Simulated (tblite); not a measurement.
Species: C6H6N (doublet state).
Geometry (GFN2-xTB, Å), atoms numbered from 1 in this order:
```
atom  x, y, z in Å
C1     2.367    1.636    1.082
C2     1.790    0.748    0.525
C3     0.993   -0.343   -0.111
C4     0.031   -0.897    0.889
C5    -1.202   -0.507    0.597
C6    -1.210    0.306   -0.660
N7     0.138    0.137   -1.160
H8     1.719   -1.070   -0.497
H9     0.358   -1.469    1.736
H10   -2.101   -0.714    1.147
H11   -1.466    1.355   -0.445
H12   -1.930   -0.069   -1.397
H13    0.509    0.887   -1.723
```

Calculated harmonic vibrations of the isolated species, GFN2-xTB (tblite), most abundant isotopes, no scaling. The method is semi-empirical: single wavenumbers can be off by several per cent or more. One conformer, not necessarily the lowest. Open shells enter through the occupations alone, without spin polarisation, and single modes of such species can be off by tens of per cent.

Harmonic wavenumbers (cm⁻¹): 105.1, 150.4, 213.4, 277.6, 375.9, 454.3, 599.1, 730.2, 766.2, 782.8, 863.3, 885.1, 969.6, 975.0, 1001.8, 1035.3, 1099.3, 1121.6, 1125.9, 1185.1, 1205.3, 1247.4, 1275.8, 1334.6, 1449.9, 1655.6, 2258.3, 2838.4, 2876.5, 2915.2, 3139.8, 3157.5, 3442.3.

A = 5664, B = 2321, C = 2024 MHz; mass 92.050 u (most abundant isotopes); point group C1, symmetry number 1; spin multiplicity 2.

**Question.** Zero-point energy?

**Answer.** ½Σν̃ = 21757 cm⁻¹ = 62.21 kcal/mol.

**Question.** Entropy at 200 K, 1 bar (ideal gas, RRHO, classical rotation)?

**Answer.** Translation 37.51, rotation 25.70, vibration 8.05, spin (R ln 2) 1.38: S = 72.6 cal/(mol K).

**Question.** And Cp and H(200 K) − H(0)?

**Answer.** Cp = 18.84 cal/(mol K), of which vibrations give 10.89 (their classical limit is 33 R = 65.6); H(200 K) − H(0) = 2.57 kcal/mol without the zero-point energy, 0.98 from vibrations.

**Question.** Blend soft modes into free rotors: weight 1/[1 + (100 cm⁻¹/ν̃)⁴] for the oscillator and the rest for a rotor with moment μB/(μ + B), μ = h/(8π²ν), B = 10⁻⁴⁴ kg m². What vibrational entropy results?

**Answer.** 8.02 cal/(mol K) in place of 8.05, which changes −T·S at 200 K by +0.01 kcal/mol.

**Question.** What must be added to the electronic energy to get the Gibbs energy at 200 K and 1 bar?

**Answer.** ZPE + [H(200 K) − H(0)] − T·S = 62.21 + 2.57 − 14.53 = 50.25 kcal/mol.

**Question.** How do the functions run with temperature in this model?

**Answer.** 
```json
{"T (K)": "150", "S (cal/(mol K))": "67.7", "Cp (cal/(mol K))": "15.8", "H − H(0) (kcal/mol)": "1.71", "G − H(0) (kcal/mol)": "-8.45", "ln q(vib)": "0.98"}
{"T (K)": "250", "S (cal/(mol K))": "77.2", "Cp (cal/(mol K))": "22.3", "H − H(0) (kcal/mol)": "3.60", "G − H(0) (kcal/mol)": "-15.70", "ln q(vib)": "2.21"}
{"T (K)": "298.15", "S (cal/(mol K))": "81.4", "Cp (cal/(mol K))": "25.8", "H − H(0) (kcal/mol)": "4.76", "G − H(0) (kcal/mol)": "-19.52", "ln q(vib)": "2.85"}
{"T (K)": "400", "S (cal/(mol K))": "90.1", "Cp (cal/(mol K))": "33.1", "H − H(0) (kcal/mol)": "7.76", "G − H(0) (kcal/mol)": "-28.26", "ln q(vib)": "4.28"}
{"T (K)": "600", "S (cal/(mol K))": "105.7", "Cp (cal/(mol K))": "43.9", "H − H(0) (kcal/mol)": "15.54", "G − H(0) (kcal/mol)": "-47.87", "ln q(vib)": "7.25"}
{"T (K)": "900", "S (cal/(mol K))": "125.5", "Cp (cal/(mol K))": "53.8", "H − H(0) (kcal/mol)": "30.34", "G − H(0) (kcal/mol)": "-82.65", "ln q(vib)": "11.69"}
```

q(vib) and H(0) count from the zero-point level.

Hindered rotation and anharmonicity are outside this model. Other conformers, if any are populated, would add a mixing term that is left out. The structure is chiral; the term R ln 2 for an equal mix with its mirror image is left out.
